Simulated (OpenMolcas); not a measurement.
## GeSiH5Cl (SMILES Cl[SiH2][GeH3]): the vertical ionisation energy from total energies

The species is GeSiH5Cl (8 atoms), meant as a singlet with charge 0. SMILES: `Cl[SiH2][GeH3]`. The coordinates come from a PBE0-D4/def2-TZVP relaxation.

Both states at this one shape; open shells run unrestricted unless said. 1 Eh = 27.2114 eV.

```tsv
level	program	singlet GeSiH5Cl (Eh)	doublet GeSiH5Cl+ (Eh)	HOMO of the first (eV)
HF/STO-3G	OpenMolcas	-2794.927876	-2794.613245	-8.95
PBE/cc-pVDZ	OpenMolcas	-2829.036806	-2828.676954	-6.89
TPSS/cc-pVDZ	OpenMolcas	-2829.734946	-2829.370707	-7.06
PBE0/cc-pVDZ	OpenMolcas	-2829.169709	-2828.797816	-8.10
```

**Question.** Work out the vertical ionisation energy at each level.

**Answer.** 
1. HF/STO-3G: -2794.613245 − (-2794.927876) = 0.314631 Eh = 8.56 eV; −ε(HOMO) = 8.95 eV.
2. PBE/cc-pVDZ: -2828.676954 − (-2829.036806) = 0.359852 Eh = 9.79 eV; −ε(HOMO) = 6.89 eV.
3. TPSS/cc-pVDZ: -2829.370707 − (-2829.734946) = 0.364239 Eh = 9.91 eV; −ε(HOMO) = 7.06 eV.
4. PBE0/cc-pVDZ: -2828.797816 − (-2829.169709) = 0.371893 Eh = 10.12 eV; −ε(HOMO) = 8.10 eV.

No measured value is set beside it here; the levels span 8.56 to 10.12 eV. In Hartree–Fock, −ε(HOMO) (Koopmans) exceeds the difference of totals by the orbital relaxation of the ion. In semi-local functionals −ε(HOMO) lies far under the ionisation energy, a result of self-interaction. Hartree–Fock favours the state with fewer electron pairs, since it lacks pair correlation. Minimal sets are far from the basis-set limit. All-electron rows are non-relativistic unless named.
